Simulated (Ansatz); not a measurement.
Compare A (`O[C](F)(F)[GeH3]`) with its isomer B (`FC(F)[O][GeH3]`).

Calculated with Ansatz (gas phase, PBE0-D4/def2-TZVP geometries, no zero-point term in ΔE). CCSD(T)/CBS adds triple-zeta CCSD(T) − MP2 to the extrapolated MP2 energy (def2 sets, frozen cores). Functionals use def2-TZVPP. B3LYP here is the variant with VWN-RPA as its local correlation; programs differ in this. For Ge outer-core shells are correlated without core-valence functions, which leaves a few kJ/mol of doubt a bond. Scalar relativity is left out up to krypton. One conformer a species, not always the lowest.

A:

```xyz
9

O    -1.628   -0.691   -0.206
C    -0.766    0.366   -0.199
F    -1.328    1.289    0.604
F    -0.712    0.918   -1.451
Ge    1.104   -0.043    0.414
H    -1.297   -1.360   -0.814
H     1.040   -0.466    1.885
H     1.982    1.196    0.221
H     1.606   -1.208   -0.455
```

B:

Z-matrix (Å, degrees):
```
C
F 1 1.366
O 1 1.331 2 111.5
F 1 1.362 2 105.3 3 -121.3
H 1 1.093 2 108.5 3 122.8
Ge 3 1.817 1 121.2 2 -47.9
H 6 1.531 3 107.6 1 81.9
H 6 1.531 3 109.1 1 -40.3
H 6 1.529 3 101.8 1 -159.9
```

(1) Which is lower in electronic energy at CCSD(T)/CBS, and by how much? (An estimate is asked.)

(2) Give E(B) − E(A) in kJ/mol with CCSD(T)/def2-TZVPP, B3LYP, ωB97M-V, B3LYP-D4, MP2/def2-TZVPP, r2SCAN-D4, PBE0-D4. (An estimate is asked.)

Largest T1 diagnostic: 0.012.

Results:

(1) Computed: B, by 79.2 kJ/mol.

(2) Ansatz gave: CCSD(T)/def2-TZVPP -83.9, B3LYP -81.2, ωB97M-V -79.0, B3LYP-D4 -80.8, MP2/def2-TZVPP -87.1, r2SCAN-D4 -76.7, PBE0-D4 -74.6. None reverses the order clearly.

In def2-TZVPP, CCSD(T) changes the Hartree–Fock value by +20.6 kJ/mol (the triples alone add +2.3 kJ/mol) and MP2 by +17.4 kJ/mol. From PBE to PBE0 (25 % exact exchange), in def2-TZVPP and without D4, E(B) − E(A) moves by −6.5 kJ/mol.
